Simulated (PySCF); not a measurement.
## Stationary points of SnHCl

Level of theory: PBE0/[Sn def2-TZVP with ECP28, H def2-TZVP, Cl def2-TZVP], scalar-relativistic core potentials, density fitting, no spin–orbit coupling, PySCF.

Relaxations began from a few typed shapes. The search is not exhaustive: other isomers or separated fragments can lie lower, and high-lying points may rest on an excited occupation.

(1) Order these stationary points by electronic energy, lowest first, in kJ/mol from the lowest minimum.
A. singlet Cs: Sn–Cl 2.370 Å, Sn–H 1.779 Å; Cl–Sn–H 93.3°
B. singlet C∞v: Sn–Cl 2.635 Å, Sn–H 1.942 Å; Cl–Sn–H 180.0°

(2) Which of them are minima?

Results:

(1) A (0.0), B (228.6).

(2) By energy in kJ/mol, 0.0: minimum; 228.6: saddle point, 2 imaginary modes.

Counting electrons, tin keeps 2 of its valence electrons outside its bonds, so the VSEPR class is AX2E1 and the expected shape is bent; with unlike ligands the computed point group is Cs.
